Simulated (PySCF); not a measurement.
A structure optimised at PBE-D3(BJ)/def2-SVP, used in a PySCF frequency run:

```xyz
14

C      2.3658    -0.6760    -0.0809
C      1.1330     0.1619     0.0667
N     -0.0144    -0.3396     0.3170
C     -1.1502     0.5537     0.4317
C     -2.2319     0.1931    -0.5885
H      2.1192    -1.7465     0.0486
H      3.1325    -0.3813     0.6674
H      2.8283    -0.5216    -1.0793
H      1.2689     1.2713    -0.0523
H     -0.8602     1.6315     0.3233
H     -1.5689     0.4340     1.4563
H     -2.5205    -0.8721    -0.4873
H     -3.1351     0.8195    -0.4461
H     -1.8643     0.3462    -1.6236
```

Write its SMILES and formula.

C/C=N/CC, C4H9N

What are its rotational constants (standard atomic weights)?

17.999, 2.2579, 2.1870 GHz
